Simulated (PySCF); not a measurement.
A side-by-side comparison of computed properties.

First species: TMS-CBrF2, C4H9BrF2Si.
InChI=1S/C4H9BrF2Si/c1-8(2,3)4(5,6)7/h1-3H3

Second species: MoO2Cl2 (singlet state).
Structure used (PBE0-D3(BJ)/def2-SVP), in Å, numbered top down from 1:
```xyz
5
Cl2MoO2 angstrom
Mo     0.0816   -0.0019    0.0698
O      0.0173   -0.0795    1.7267
O      1.6901    0.0128   -0.3382
Cl    -0.8973    1.9025   -0.6451
Cl    -0.8917   -1.8338   -0.8132
```

Levels: CAM-B3LYP/def2-SVPD for dipole moment, HOMO energy, LUMO energy, HOMO–LUMO gap and static isotropic polarisability; TDDFT CAM-B3LYP/def2-SVPD for lowest singlet excitation; TDA CAM-B3LYP/def2-SVPD for lowest triplet excitation (Tamm–Dancoff); PBE0-D3(BJ)/def2-SVP for rotational constant A and rotational constant C. Geometries: PBE0-D3(BJ)/def2-SVP. Each structure is a single optimised conformer of the isolated species (atoms past krypton carry core potentials, spin–orbit coupling is left out); the electronic structure was computed with PySCF and density fitting.

Dipoles, sizes and rotational constants follow the conformer. The torsions of the flexible species, by atom-mapped SMILES:
- `[CH3:1][Si:2]([CH3:3])([CH3:4])[C:5]([F:6])([F:7])[Br:8]`: C1–Si2–C5–F6 178°

Question: Which of the two has the higher static isotropic polarisability, and by how much?

Answer: The first: 97.8 au against 71.0 au, a difference of 26.8 au.

Question: Which of the two has the higher LUMO energy, and by how much?

Answer: The first: 0.40 eV against -3.00 eV, a difference of 3.40 eV.

Question: Which of the two has the higher rotational constant C, and by how much?

Answer: The second: 1.360 GHz against 0.733 GHz, a difference of 0.627 GHz.

Question: Which has the higher HOMO energy?

Answer: The first: -9.56 eV against -11.42 eV, a difference of 1.86 eV.

Question: Which of the two has the higher dipole moment, and by how much?

Answer: The first: 2.97 D against 1.08 D, a difference of 1.89 D.

Question: Which of the two has the higher rotational constant A, and by how much?

Answer: The second: 2.754 GHz against 1.604 GHz, a difference of 1.150 GHz.

Question: Which has the higher S1 energy?

Answer: The first: 6.08 eV against 4.53 eV, a difference of 1.55 eV.

Question: Which of the two has the higher HOMO–LUMO gap, and by how much?

Answer: The first: 9.96 eV against 8.42 eV, a difference of 1.54 eV.

On the first: The 10 singlets span 6.08 to 8.59 eV, and their oscillator strengths add up to 0.56. The polarisability is 14.49 Å³ as a volume (1 au = 0.148185 Å³), or 0.98 au for each of the 100 electrons. The calculation is non-relativistic and has no spin–orbit coupling, an omission that weighs most on bromine.

On the second: The vertical singlet–triplet gap S1 − T1 is 0.47 eV (TDDFT singlet less Tamm–Dancoff triplet; S1: HOMO−2→LUMO, weight 0.77; T1: HOMO−2→LUMO, weight 0.75). S1 lies 3.89 eV below the HOMO–LUMO gap; its leading configuration is HOMO−2→LUMO, weight 0.77. Atoms past krypton carry effective core potentials; spin–orbit coupling is left out.
